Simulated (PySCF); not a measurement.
# Correlation energy of As⁺ (arsenic, charge +1)

[Ar] 3d10 4s2 4p2, high-spin 3P determinant. Calculation: PySCF 2.14, in pcseg-2; the non-relativistic Hamiltonian (point nucleus). Frozen: [Ar] 3d10; 4 electrons correlated.

MP2 pair energies summed by pair of shells (mhartree):

| pair | energy | share (%) |
| --- | --- | --- |
| 4s-4p | -33.10 | 61.9 |
| 4s-4s | -15.19 | 28.4 |
| 4p-4p | -5.22 | 9.8 |

Total MP2 correlation energy: -53.52 mhartree.

Same-spin part -8.84 and opposite-spin part -44.67 mhartree; SCS-MP2 scales them by 1/3 and 6/5 to -56.56 mhartree.

```
  level  correlation energy (mhartree)
   CCSD                         -69.17
    (T)                          -1.64
CCSD(T)                         -70.81
```

Diagnostics: T1 = 0.0075, D1 = 0.0202, largest double amplitude 0.095.

Cost of the coupled-cluster step: 0.48 s of wall time on 1 thread of Neoverse-N1 (shared host), for 4 correlated electrons.
